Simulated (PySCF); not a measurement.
# Nickel: highly charged ions in a basis for the neutral atom

Ni¹³⁺ [Ne] 3s2 3p3, Ni¹⁴⁺ [Ne] 3s2 3p2. Calculation: PySCF 2.14, in x2c-SVPall; the spin-free X2C one-electron Hamiltonian (Gaussian nucleus). No spin-orbit coupling, so a gap to NIST mixes the basis error with missing relativistic terms.

Changed run: basis of the neutral atom used for a highly charged ion. This setting is unsound on purpose.

| species | method | sound run (hartree) | changed run (hartree) | converged |
| --- | --- | --- | --- | --- |
| Ni¹³⁺ | UHF | not run | -1441.25651 | yes |
| Ni¹³⁺ | TPSS | not run | -1441.93497 | yes |
| Ni¹³⁺ | PBE0 | not run | -1441.66764 | yes |
| Ni¹⁴⁺ | UHF | not run | -1425.75726 | yes |
| Ni¹⁴⁺ | TPSS | not run | -1426.40144 | yes |
| Ni¹⁴⁺ | PBE0 | not run | -1426.13422 | yes |

Ionisation energy of Ni¹³⁺:

```csv
method,changed run (eV),NIST (eV)
UHF,421.76,429.3 ± 0.8
TPSS,422.69,429.3 ± 0.8
PBE0,422.69,429.3 ± 0.8
```

The contracted functions were made for the neutral atom and can be too rigid for a highly charged ion.
